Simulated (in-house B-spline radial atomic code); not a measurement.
A radial electron density 4πr²n(r) was computed for an atom or ion in its tabulated ground configuration with a B-spline radial code for spherical atoms; method: non-relativistic B97-1, spin-polarised, spherical fractional occupations, exact exchange averaged over the configuration. Columns: r (bohr), 4πr²n(r) (electrons per bohr), bar.

```
 0.00178    1.224 #
 0.00217    1.767 #
 0.00264    2.526 ##
 0.00322      3.6 ###
 0.00393    5.089 ####
 0.00479    7.094 ######
 0.00584    9.757 ########
 0.00711    13.17 ###########
 0.00867    17.45 ##############
  0.0106    22.64 ##################
  0.0129    28.32 #######################
  0.0157    34.19 ############################
  0.0192    39.69 ################################
  0.0234    43.69 ###################################
  0.0285    45.44 #####################################
  0.0348    44.59 ####################################
  0.0424    41.78 ##################################
  0.0517    38.77 ###############################
   0.063    38.05 ###############################
  0.0768     41.3 #################################
  0.0936    47.79 #######################################
   0.114    53.74 ###########################################
   0.139    54.45 ############################################
    0.17    47.83 #######################################
   0.207    38.05 ###############################
   0.252    32.08 ##########################
   0.308    33.54 ###########################
   0.375    38.19 ###############################
   0.457    38.29 ###############################
   0.558    30.55 #########################
    0.68    19.32 ################
   0.829    10.76 #########
    1.01    7.236 ######
    1.23    6.649 #####
     1.5    6.077 #####
    1.83    4.457 ####
    2.23    2.497 ##
    2.72    1.049 #
    3.32   0.3219 
    4.05  0.06911 
    4.94 0.009587 
    6.02 0.0007984
```

(1) Which atom or ion is it?
A. Sr+
B. Rb+
C. Kr+
D. Rb2+

Results:

(1) B. The area under the curve, ∫4πr²n dr = ∫r·4πr²n d(ln r) on this logarithmic grid, is 36 electrons, which only this option has. The configuration is [Ar] 3d10 4s2 4p6.
